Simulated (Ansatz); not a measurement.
One change: `[OH][Ga]([OH])[OH]` becomes `[OH][Ga]([OH])[Cl]`.

Ansatz, PBE0-D4/def2-TZVP geometries, multiplicity 1. Each molecule was computed in one conformer, which needn't be the lowest.

Scalar relativity is left out up to krypton.

| property | `[OH][Ga]([OH])[OH]` |
| --- | --- |
| HOMO energy (PBE/def2-TZVPP) / eV | -7.22 |
| HOMO energy (ωB97M-V/def2-TZVPP) / eV | -11.45 |
| ideal-gas entropy at 298 K and 1 bar (rigid rotor, harmonic PBE0-D4/def2-TZVP) / J/(mol·K) | 317 |
| LUMO energy (PBE/def2-TZVPP) / eV | -1.84 |
| HOMO energy (B3LYP/def2-TZVPP) / eV | -8.68 |
| HOMO–LUMO gap (PBE/def2-TZVPP) / eV | 5.38 |

(1) What does the change do to each property? (Best estimate.)

Results:

(1) Ansatz gave: 
| property | `[OH][Ga]([OH])[Cl]` | shift |
| --- | --- | --- |
| HOMO energy (PBE/def2-TZVPP) / eV | -7.52 | -0.30 |
| HOMO energy (ωB97M-V/def2-TZVPP) / eV | -11.56 | -0.11 |
| ideal-gas entropy at 298 K and 1 bar (rigid rotor, harmonic PBE0-D4/def2-TZVP) / J/(mol·K) | 330 | 13 |
| LUMO energy (PBE/def2-TZVPP) / eV | -2.16 | -0.32 |
| HOMO energy (B3LYP/def2-TZVPP) / eV | -8.96 | -0.28 |
| HOMO–LUMO gap (PBE/def2-TZVPP) / eV | 5.36 | -0.02 |

The zero-point energy changes by -32.1 kJ/mol with -3 modes.

B3LYP here is the variant with VWN-RPA as its local correlation; programs differ in this.
